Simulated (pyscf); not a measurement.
H₂N–In(SH)–Cl, singlet

Gas-phase minimum from PySCF at ωB97X-D3(BJ)/def2-SVP, one conformer. 

SMILES: [NH2][In]([SH])[Cl]
```xyz
7

N      1.1705     1.6292    -1.3521
In    -0.1702     0.6884    -0.1995
S      0.1168    -1.3857     0.9052
Cl    -2.1838     1.7997     0.2241
H      0.8500     2.3787    -1.9574
H      1.9080     1.0967    -1.8024
H     -1.0958    -1.3104     1.4887
```
Charge 0, spin multiplicity 1.

Bonds (Å): N1–In2 2.003, N1–H5 1.015, N1–H6 1.015, In2–S3 2.367, In2–Cl4 2.339, S3–H7 1.348. Bond angles (°): In2–N1–H5 118.6, In2–N1–H6 119.7, H5–N1–H6 110.6, N1–In2–S3 126.8, N1–In2–Cl4 117.2, S3–In2–Cl4 115.9, In2–S3–H7 92.5.

Properties at ωB97X-D3(BJ)/def2-SVP:

```yaml
harmonic_wavenumbers_unscaled: 86, 113, 120, 204, 271, 304, 368, 394, 647, 698, 768, 1527, 2761, 3607, 3714 cm⁻¹
zero_point_energy: 22.3 kcal/mol
rotational_symmetry_number: 1
Entropy of this conformer at 298 K and 1 atm, rigid rotor and harmonic oscillator, modes under 100 cm⁻¹ raised to 100: 367.8 J/(mol K)
dipole_moment: 2.06 D
```

Single-point totals, which compare only within one level (frozen core for MP2 and CC):

| level | total energy (hartree) |
|---|---|
| ωB97X-D3(BJ)/def2-TZVP | -1105.34860 |
| PBE/def2-TZVP | -1104.80807 |
| r²SCAN/def2-TZVP | -1105.21782 |
| B3LYP-D3(BJ)/def2-TZVP | -1105.34485 |
| PBE0-D3(BJ)/def2-TZVP | -1104.88506 |
| M06-2X/def2-TZVP | -1105.11016 |
| ωB97M-D3(BJ)/def2-TZVP | -1105.37529 |
| HF/def2-TZVPP | -1102.59302 |
| MP2/def2-TZVPP | -1103.45548 |
| CCSD/def2-TZVPP | -1103.48697 |
| CCSD(T)/def2-TZVPP | -1103.52286 |

Soft torsions are taken as harmonic, which can shift the entropy by several J/(mol K). The CCSD(T) − MP2 part came from Ansatz, without density fitting, on the same reference. The frozen core leaves the outer d or s,p core shells of the metals and heavy elements correlated in the MP2 and CC values, and def2-TZVPP describes them poorly, so these totals are far from the basis limit. Elements past Kr carry the def2 core potentials, without spin-orbit coupling.
